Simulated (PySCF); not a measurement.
**L and K shells in (H2Al-mu-PH2)3**

Species: (H2Al-mu-PH2)3.
Structure used (PBE0-D3(BJ)/def2-SVP), in Å, numbered top down from 1:
```xyz
18
Al3H12P3 angstrom
Al     2.2187   -0.1656   -1.1686
H      3.5319    0.7064   -0.9470
H      2.0761   -1.3238   -2.2517
P      0.3224    1.3279   -1.4834
Al    -2.0227    0.6839   -1.3979
H     -2.8998    1.9798   -1.1041
H     -2.2777   -0.3231   -2.6038
P     -1.9385   -0.5735    0.6924
Al    -0.2068   -0.1116    2.3349
H      0.0264    1.4658    2.2884
H     -0.4402   -0.9451    3.6692
P      1.5880   -1.0767    1.0094
H      0.5028    2.4563   -0.6429
H      0.5170    1.9600   -2.7396
H     -3.2039   -0.4652    1.3242
H     -1.9482   -1.9660    0.4205
H      2.7564   -1.1456    1.8106
H      1.3418   -2.4669    0.8669
```

Level of theory: delta-SCF UKS SCAN, pcX-2 on the ionised atom, pcseg-1 elsewhere, spin-free X2C in PySCF 2.14.0. These are vertical core ionisation energies against the vacuum level, from separate self-consistent calculations with and without the core hole. 2p3/2 and 2p1/2 are the ΔSCF energy of one spin-free 2p hole plus the eigenvalues of a spin–orbit and ligand-field matrix of the shell. The splitting includes the ligand field, and 2p3/2 is the mean of two sublevels.

Problem. Give the 2p3/2 and 2p1/2 binding energies and the splitting.

Solution. 
| atom | environment | 2p3/2 (eV) | 2p1/2 (eV) | splitting (eV) | mean of the shell (eV) |
| --- | --- | --- | --- | --- | --- |
| P4/P8/P12 | phosphorus bonded to 2 Al and 2 H | 136.52 | 137.41 | 0.89 | 136.82 |

Problem. What are the 1s binding energies of the same atoms?

Solution. P4/P8/P12 2150.02 eV.

Problem. Which Kα1 and Kα2 emission energies and wavelengths follow?

Solution. The photon carries the difference of the 1s-hole and 2p-hole states, both at the ground state's geometry; λ = 12398.42 eV Å/E.

```csv
atom,Kα1 (eV),Kα2 (eV),λ(Kα1) (Å),λ(Kα2) (Å)
P4/P8/P12,2013.50,2012.61,6.1576,6.1604
```

Problem. And the 1s levels of the other atoms?

Solution. Al1/Al5/Al9 (aluminium bonded to 2 P and 2 H) 1565.92 eV.

One atom of each set of topologically equivalent atoms was ionised and stands for the set; in this conformer not all members are related by symmetry, and their own values weren't computed. One conformer (not necessarily the lowest) at the PBE0-D3(BJ)/def2-SVP geometry, without solvent, vibrations or thermal averaging.
